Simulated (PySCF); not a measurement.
## Bond curve of SbC

Set-up: PySCF, scalar-relativistic core potentials, basis sets Sb def2-SVP with ECP28, C def2-SVP. Energies in eV from Sb + C in their ground configurations at the same level. State: ²Σ⁺ (doublet), unpaired electrons σ ↑.

All columns are M06-L. A positive dipole means Sb(−)C(+).

```csv
R (Å),E (eV),μ (D),Mulliken charge on Sb (basis-dependent),HOMO (eV),LUMO (eV),Mayer bond order,⟨S²⟩
1.615,-2.162,-2.03,0.28,-6.54,-3.51,2.93,0.79
1.690,-3.147,-2.13,0.26,-6.35,-3.70,2.89,0.80
1.765,-3.703,-2.21,0.25,-6.18,-3.89,2.84,0.82
1.822,-3.911,-2.26,0.25,-6.06,-4.02,2.79,0.84
1.878,-3.986,-2.29,0.25,-5.95,-4.13,2.73,0.88
1.934,-3.961,-2.31,0.25,-5.84,-4.23,2.65,0.94
2.010,-3.820,-2.29,0.25,-5.73,-4.33,2.49,1.07
2.103,-3.544,-2.24,0.25,-5.63,-4.40,2.21,1.31
2.216,-3.155,-2.23,0.25,-5.59,-4.46,1.90,1.59
2.366,-2.619,-2.35,0.26,-5.61,-4.57,1.59,1.88
```

A fit through these points gives, at Re = 1.890 Å, μ = -2.30 D and dμ/dR = -0.346 D/Å; the reduced mass is 10.92 u.

Q: How strong is the fundamental in the double-harmonic approximation, I = 42.26·(dμ/dR)²/μred km/mol?

A: I = 42.26·(-0.346)²/10.92 = 0.463 km/mol at M06-L.

⟨S²⟩ of the unrestricted solution departs from its pure value on part of the curve, where spin states mix. Spin–orbit coupling is left out, which matters for elements this heavy, above all for dissociation energies. The state is the lowest determinant that a PBE0 search found; another state may lie lower at other levels.
